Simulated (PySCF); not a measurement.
Checking a proposed structure

A compound C₅H₁₃NSi₂ gives the data below (simulated from a calculation) and was assigned the structure `C=C/C=C\CN([SiH3])[SiH3]`.

13C{1H} NMR (computed): δ 155.4 (C), 147.9 (CH), 123.5 (CH2), 88.7 (CH2), 25.8 (CH3).

1H NMR (300 MHz, computed): δ 6.36 (m, 1H), 5.65 (br s, 1H), 5.26 (br s, 1H), 5.12 (q, 2H), 4.32 (m, 1H), 4.07 (m, 1H), 3.39 (t, 3H), 2.00 (s, 3H).

Theory: σ from GIAO-PBE0/pcSseg-1, GFN2-xTB geometry, in PySCF 2.14 (one computed conformer, relativity neglected, gas phase, equivalent nuclei averaged).

Scale: TMS for 1H, 13C (reference shieldings calculated alike).

Q: Compare with the shifts computed for the proposed structure, pairing carbons in order of shift.

A: Structure with atom numbers: `[CH2:1]=[CH:2]/[CH:3]=[CH:4]\[CH2:5][N:6]([SiH3:7])[SiH3:8]` (H(Xn): hydrogen on atom n).

```
atom  computed for proposal  given list  difference
  C2                  139.1       155.4       -16.3
  C3                  138.3       147.9        -9.6
  C4                  136.2       123.5       +12.7
  C1                  126.1        88.7       +37.4
  C5                   50.8        25.8       +25.0
```

The rms difference is 22.6 ppm and the largest +37.4 ppm at C1 (terminal =CH2 carbon). The carbon types in order of shift don't match either: CH, CH, CH, CH2, CH2 for the proposal against C, CH, CH2, CH2, CH3 in the data. The proposal doesn't fit.

Q: Which isomer fits?

A: `C=CN([SiH2][SiH3])C(=C)C`.

- Carbon types of the structure: 1 × C, 1 × CH, 2 × CH2, 1 × CH3, leaving 5 H on heteroatoms.
- δC 155.4, 147.9: alkene carbon bearing nitrogen; an sp2 carbon further deshielded by the attached heteroatom.
- δC 123.5, 88.7: β carbon of an enol-ether or enamine type C=C.
- δH 6.36: hydrogen on an alkene carbon bearing nitrogen; attached to an sp2 carbon and in the plane of the double bond.
- δH 2.00: hydrogen on an allylic methyl carbon; allylic position.

Other isomers checked: [SiH3][SiH2]C1=CCCNC1 (rms 36.9 ppm).

The shifts were computed for this structure.

Shifts are as computed. Against solution values, carbons near 30 ppm lie about +3 ppm off and those near 130 ppm about +5 ppm. Of 1309 compounds with measured shifts, 239 miss one by over three times the rms of a fit or turn the order of signals round; such compounds aren't used in these exercises. Multiplicities follow the n + 1 count of equivalent neighbours, as no J values were calculated; m marks all less simple cases, F and P coupling included.
